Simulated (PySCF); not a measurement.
## A survey of 17O NMR shifts

Computed data (PySCF): structure optimised with GFN2-xTB, NMR shieldings at PBE0/pcSseg-1/GIAO. One computed conformer, non-relativistic Hamiltonian, no solvent model, rapidly exchanging positions averaged.

Shieldings were converted by a linear fit to measured shifts: 17O: δ = 266.70 − 0.911σ (rms 10.7 ppm, 155 shifts, 12.2 ppm with the 3 outliers that the fit left out vs liquid water, solution or neat liquid). A few per cent of atoms miss by over 2 rms, more outside the fitted compound classes.

Problem. Give the 17O shifts of `C=C(C)[C@]1(OC(F)F)C[SiH2]1`, `CC(=O)C#C[SiH2][Si@H]([SiH3])P`.

Solution. 
```
                      compound    environment  δ (ppm)
   C=C(C)[C@]1(OC(F)F)C[SiH2]1   ether oxygen     74.8
CC(=O)C#C[SiH2][Si@H]([SiH3])P  ketone oxygen    611.3
```

Problem. Match the shifts 608.3, 86.2, -35.6 ppm to `[SiH3]/C=C(/[SiH3])O[SiH2]P`, `CC(=O)C#C[Si@H](P)[SiH2][SiH3]`, `FC(F)C[SiH2]O[C@]12C[C@H]1C2`.

Solution. 608.3: CC(=O)C#C[Si@H](P)[SiH2][SiH3] (ketone oxygen); 86.2: [SiH3]/C=C(/[SiH3])O[SiH2]P (oxygen bonded to C, Si); -35.6: FC(F)C[SiH2]O[C@]12C[C@H]1C2 (oxygen bonded to C, Si).
